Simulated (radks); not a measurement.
The nuclear charge of the zinc ion Zn2+ is varied continuously with 28 electrons held in [Ar] 3d10. Method: Dirac Kohn-Sham, PBE, spin-unpolarised, spherical densities, finite nucleus; Fermi nuclear charge, rms radius 3.9283 fm; computed with a radial shooting solver on a logarithmic mesh with Libxc functionals. By the Hellmann-Feynman theorem dE/dZ = E(electron-nucleus)/Z, the electronic potential at the nucleus (averaged over a nucleus of fixed radius).

Z      E (hartree)  E(electron-nucleus)/Z (hartree)   HOMO  e(HOMO) (eV)  <r> HOMO (bohr)
29     -1654.59470                         -137.229  3d5/2       -13.550            1.019
29.25  -1689.10289                         -138.836  3d5/2       -17.382           0.9789
29.5   -1724.01264                         -140.441  3d5/2       -21.530           0.9435
29.75  -1759.32325                         -142.043  3d5/2       -25.977           0.9118
30     -1795.03417                         -143.644  3d5/2       -30.709           0.8830
30.25  -1831.14497                         -145.242  3d5/2       -35.715           0.8567
30.5   -1867.65531                         -146.840  3d5/2       -40.986           0.8326
30.75  -1904.56493                         -148.437  3d5/2       -46.514           0.8102
31     -1941.87367                         -150.033  3d5/2       -52.291           0.7895

The central difference of E at Z = 30 is -143.643 hartree, to compare with the third column; the second derivative is -6.4 hartree.
